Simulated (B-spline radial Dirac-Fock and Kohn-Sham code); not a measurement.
# What relativity does to the binding energies of Ir³⁵⁺

System: Ir³⁵⁺, [Kr] 4d6.

Both columns are ΔSCF binding energies of the configuration average from a radial finite-basis atomic code: non-relativistic Hartree-Fock with a point nucleus, and Dirac-Fock with a finite nucleus and the Coulomb interaction alone, averaged over the two j levels with weights 2j+1.

| shell | Hartree-Fock (eV) | Dirac-Fock (eV) | shift (eV) | shift (%) |
| --- | --- | --- | --- | --- |
| 1s | 71213.5 | 77978.3 | +6764.73 | +9.50 |
| 2s | 13146.4 | 14954.3 | +1807.84 | +13.75 |
| 2p | 12659.8 | 13267.0 | +607.17 | +4.80 |
| 3s | 4179.7 | 4640.4 | +460.73 | +11.02 |
| 3p | 3955.0 | 4130.4 | +175.38 | +4.43 |
| 3d | 3542.6 | 3526.2 | -16.40 | -0.46 |
| 4s | 1836.6 | 1982.3 | +145.66 | +7.93 |
| 4p | 1732.9 | 1790.8 | +57.88 | +3.34 |
| 4d | 1557.3 | 1557.6 | +0.35 | +0.02 |

Relativity binds 1s, 2s, 2p, 3s, 3p, 4s, 4p, 4d more strongly, among those listed most of all 2s in relative terms, and 3d more weakly, because the contracted s and p shells screen the nucleus better.

Values without a named source are computed, but for edge energies of neutral atoms, which are taken from tables.
